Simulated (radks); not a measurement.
Q: All-electron atom: Si6+ in [He] 2s2 2p4 (the NIST ground configuration). Method: Dirac Kohn-Sham, LDA (Slater exchange, Perdew-Wang correlation), spin-unpolarised, spherical densities, point nucleus; open shells fill j = l - 1/2 first; computed with a radial shooting solver on a logarithmic mesh with Libxc functionals. Some entries of the table are withheld. Estimate them.

| orbital | occ. | eigenvalue (hartree) | <1/r> (bohr^-1) | r(max) (bohr) |
|---|---|---|---|---|
| 1s1/2 | 2 | (1) | (2) | 0.07281 |
| 2s1/2 | 2 | -9.92953 | 2.750 | 0.4402 |
| 2p1/2 | 2 | -8.48422 | (3) | 0.3649 |
| 2p3/2 | 2 | -8.45547 | (4) | 0.3664 |
| 3s1/2 | 0 | -3.20758 | 0.9868 | 1.333 |
| 3p1/2 | 0 | -2.82810 | 0.9364 | 1.352 |
| 3p3/2 | 0 | -2.82278 | 0.9338 | 1.355 |
| 3d3/2 | 0 | -2.33466 | 0.8248 | 1.211 |
| 3d5/2 | 0 | -2.33401 | 0.8244 | 1.211 |

A: 
(1) 1s1/2 eigenvalue (hartree): -71.26114
(2) 1s1/2 <1/r> (bohr^-1): 13.61
(3) 2p1/2 <1/r> (bohr^-1): 2.675
(4) 2p3/2 <1/r> (bohr^-1): 2.662
